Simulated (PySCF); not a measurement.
# TDDFT excited states: C6H16Si

SiHEt3, C6H16Si.
InChI=1S/C6H16Si/c1-4-7(5-2)6-3/h7H,4-6H2,1-3H3

Method: PySCF 2.14.0, density-fitted response routines, TDDFT CAM-B3LYP/def2-SVPD, vertical, gas phase, core orbitals frozen in the response. Geometry: PBE0-D3(BJ)/def2-SVP, one conformer, isolated molecule.

**Question.** What does the calculation give for the low-lying excited states?

**Answer.** 

| state | E (eV) | ν̃ (cm⁻¹) | f | main configurations (H = HOMO, L = LUMO) |
| --- | --- | --- | --- | --- |
| S1 | 7.72 | 62280 | 0.011 | H-1/H→L (≥63%), H-1/H→L+1/L+2 (≥9%) |
| S2 | 7.72 | 62300 | 0.011 | H-1/H→L (≥62%), H-1/H→L+1/L+2 (≥10%) |
| S3 | 7.91 | 63830 | 0.0018 | H-1/H→L+1/L+2 (≥84%) |
| S4 | 8.16 | 65840 | 0.0048 | H-1/H→L+1/L+2 (≥82%) |
| S5 | 8.26 | 66600 | 0.019 | H-1/H→L+1/L+2 (≥42%), H-1/H→L (≥18%) |
| S6 | 8.26 | 66630 | 0.018 | H-1/H→L+1/L+2 (≥42%), H-1/H→L (≥18%) |
| S7 | 8.62 | 69550 | 0.0059 | H-1/H→L+3 (≥41%), H-2→L+1/L+2 (≥33%) |
| S8 | 8.62 | 69560 | 0.0007 | H-1/H→L+3 (≥60%), H-2→L+1/L+2 (≥19%) |
| S9 | 8.64 | 69660 | 0.042 | H-1/H→L+3 (≥35%), H-2→L+1/L+2 (≥34%) |
| S10 | 8.64 | 69680 | 0.047 | H-2→L+1/L+2 (≥45%), H-1/H→L+3 (≥17%) |

Triplets (Tamm–Dancoff): T1 7.53 eV, H-1/H→L (≥53%), H-1/H→L+1/L+2 (≥11%); T2 7.53 eV, H-1/H→L (≥52%), H-1/H→L+1/L+2 (≥11%); T3 7.63 eV, H-1/H→L+1/L+2 (≥74%), H-2→L (9%).

The lowest singlet level (S1/S2) lies at 7.72 eV (161 nm, vacuum ultraviolet) and is weak. The most intense listed level is S9/S10 at 8.64 eV (144 nm, f = 0.088 summed), 0.92 eV above S1. It is the last of those listed, so stronger ones may follow. S1/S2, S5/S6, S7/S8 and S9/S10 lie within about 0.01 eV of each other in each set; the point group C3 has degenerate representations, and within a degenerate level the listed configurations can mix freely. Löwdin shares by element: HOMO (one of a set within 0.03 eV) carbon 46% or more, silicon 19% (atoms not listed hold the other 35%); LUMO carbon 23% or more, silicon 11% (atoms not listed hold the other 65%). The listed states span 0.92 eV, and the widest gap between neighbours is 0.36 eV (S6 to S7). Orbital energies (eV): HOMO-3 -10.98, HOMO-2 -9.81, HOMO-1 -9.23, HOMO -9.23, LUMO 1.40, LUMO+1 1.57, LUMO+2 1.57. Of the 10 states listed, 6 reach f = 0.01 and none stays under 0.0005. Orbitals of the list HOMO-3 to LUMO+2 that lie within 0.01 eV of each other are written together with a slash and their weights summed (≥ marks a lower bound); for degenerate orbitals outside that list single weights are arbitrary. Singlets were solved by full linear response, triplets in the Tamm–Dancoff approximation.

Hardware: an Intel Xeon 6975P-C with 2 threads, shared host with 192 logical CPUs at a one-minute load of 85. Cost: 41 s wall, 94 s CPU (grids of density and orbitals included), 1.8 GiB resident at most.

Without π bonds the low states are Rydberg-like; a valence basis with one diffuse set may place them up to an eV too high.
